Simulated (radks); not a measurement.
Polarisability of neutral antimony, [Kr] 4d10 5s2 5p3, at imaginary frequency. Method: non-relativistic Kohn-Sham, LDA (Slater exchange, Perdew-Wang correlation), spin-unpolarised, spherical densities, point nucleus; relativity is left out, which matters for an element this heavy; computed with a radial shooting solver on a logarithmic mesh with Libxc functionals. Response by self-consistent Sternheimer equations with the Hartree and adiabatic LDA kernel.

w (hartree),alpha1(iw) (bohr^3)
0.00266,50.90
0.0143,50.74
0.0360,49.88
0.0697,47.36
0.118,42.23
0.186,34.55
0.280,25.72
0.413,17.51
0.605,11.06
0.892,6.633
1.35,3.831
2.12,2.100
3.59,1.008
6.94,0.3618
17.5,0.07856

Static values: alpha1 = 50.90 bohr^3 (7.543 angstrom^3; uncoupled 80.25). C6 = 570.6, triple-dipole C9 = 20560 atomic units. One-pole (London) frequency 4 C6 / (3 alpha1^2) = 0.294 hartree, against 0.186 for minus the highest occupied eigenvalue. The dipole shielding factor is 1.000, as the force sum rule N/Z = 1.000 demands. Recommended static value: 43 bohr^3 (Schwerdtfeger and Nagle, 2023 table).

Beside tabulated values, note that spin-unpolarised runs miss the spin-polarisation part of the exchange energy of open shells.
